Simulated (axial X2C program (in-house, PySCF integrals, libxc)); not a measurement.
# AlFe: properties at the nuclei

Computed with an axial X2C code built on PySCF integrals: two-component X2C with atomic mean-field Coulomb and Gaunt terms, Gaussian nuclei, basis Fe dyall-cv3z, Al dyall-v3z with contracted cores.

R = 2.419 Å (near the PBE0 minimum at charge 0 of the determinant lowest at the starting distance; the state shown can have its own minimum elsewhere).

Determinant lowest in the PBE0 search, Ω = 3/2 (⟨Sz⟩ = 1.50, ⟨Lz⟩ = 0.00 at PBE0), spin on the atoms Fe 1.81, Al -0.31:

```tsv
level	Eeff magnitude (GV/cm)	Ws magnitude Fe (kHz)	A∥/gI Fe (MHz)	qzz Fe (a.u.)	A∥/gI Al (MHz)	qzz Al (a.u.)	μ (D)
PBE0	0.388	0.124	324	-1.89	21.2	-0.82	-0.82
HF	1.29	0.379	361	-1.56	61.2	-0.61	-0.94
LDA	0.184	0.0639	376	-2.11	8.79	-0.72	-0.39
BHandHLYP	0.316	0.105	271	-1.85	7.58	-0.89	-0.66
BP86	0.237	0.0774	353	-2.03	15.8	-0.75	-0.49
```

Eeff is the effective electric field on the electron electric dipole moment in this Ω state and Ws the scalar–pseudoscalar constant of the nucleus named (defined with the proton number Z and per Ω); A∥ (defined per Ω) follows by multiplying with gI = μI/(I μN); qzz is the electric field gradient, eQq0 = 234.96 MHz × Q/barn × qzz; μ is positive if the Al end (last atom) is positive. The operators were transformed with the bare-nucleus X2C matrices; with these basis sets, hyperfine constants and field gradients can be off by tens of per cent, and where levels differ in sign neither size nor sign is settled.

Problem. With gI(57Fe) = 0.1809, Q(27Al) = 0.1466 barn (g factors from the IAEA table of nuclear moments by Stone; Q from Pyykkö, Mol. Phys. 2018), turn the PBE0 values of the first state into constants in MHz.

Solution. A∥(57Fe) = 324 × 0.1809 = 58.6 MHz; eQq0(27Al) = 234.96 × (0.1466) × (-0.82) = -28.2 MHz.

Each state is one determinant with collinear spin, which with several unpaired electrons need not be a pure state. Unrestricted Hartree–Fock can overshoot spin polarisation at the nuclei. This is the top spin component of a Σ state; components of lower Ω are not single determinants and can lie lower. With several open shells hyperfine constants can be off by a factor of several. Where Eeff spreads by more than a factor of two the levels disagree and none is to be relied on. In the state Ω = 3/2 the atomic spins oppose each other (1.81, -0.31): a broken-symmetry determinant whose values are not spin-projected. At HF a later determinant lies lower. States lie within half an eV, so the first need not be the ground state. Further determinants of the search, some of them spin-mixed, are not shown. Where a field gradient or hyperfine factor spreads by more than a factor of two over the levels, a constant derived from it is not to be relied on.
